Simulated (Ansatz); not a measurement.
`O[SiH2]S[SiH](F)F` → `[OH]`• + `F[SiH](F)S[SiH2]`•  (homolysis of the O–Si bond)

Program: Ansatz. Geometries: PBE0-D4/def2-TZVP. ΔE: electronic, gas phase. CBS: MP2 limit from def2 TZ/QZ plus the TZ coupled-cluster correction, frozen cores. This one scheme is used for every species. DFT in def2-TZVPP. B3LYP here is the variant with VWN-RPA as its local correlation; programs differ in this. Open shells (•) are unrestricted, without spin–orbit coupling. One conformer a species, not always the lowest.

`O[SiH2]S[SiH](F)F`:

```xyz
10

O    -0.518   -2.139   -0.004
Si   -0.336   -0.906   -1.065
S    -1.101    0.957   -0.315
Si    0.529    1.434    0.929
F     1.598    2.302    0.146
F    -0.011    2.341    2.109
H    -1.395   -2.322    0.336
H     1.119   -0.809   -1.303
H    -1.102   -1.114   -2.316
H     1.217    0.257    1.483
```

`[OH]`•:

```xyz
2

O     0.022    0.160   -0.459
H    -0.022   -0.160    0.459
```

`F[SiH](F)S[SiH2]`•:

Z-matrix (Å, degrees):
```
Si
F 1 1.584
S 1 2.104 2 111.4
F 1 1.586 2 105.8 3 -120.7
H 1 1.470 2 109.0 3 121.5
Si 3 2.148 1 99.4 2 -71.2
H 6 1.486 3 104.8 1 171.9
H 6 1.488 3 111.3 1 -67.9
```

What is ΔE at CCSD(T)/CBS? (An estimate is asked.)

Computed: +130.9 kcal/mol.

What do these levels give: PBE-D4, PBE0-D4, ωB97M-V, B3LYP, HF/CBS(def2), CCSD/CBS(def2)? (Best estimate.)

The calculation gave: PBE-D4 125.6, PBE0-D4 124.0, ωB97M-V 130.1, B3LYP 122.6, HF/CBS(def2) 96.3, CCSD/CBS(def2) 128.7 kcal/mol.

Largest T1 diagnostic among the species: 0.014.

The D4 term adds +1.4 kcal/mol with B3LYP and +0.8 kcal/mol with PBE0; it sums over pairs of atoms, weighted by their polarisabilities, and B3LYP, whose exchange is more repulsive, gets the larger term. From PBE to PBE0 (25 % exact exchange), in def2-TZVPP and without D4, ΔE moves by −1.5 kcal/mol: exact exchange takes away binding that semilocal exchange gives to molecules.
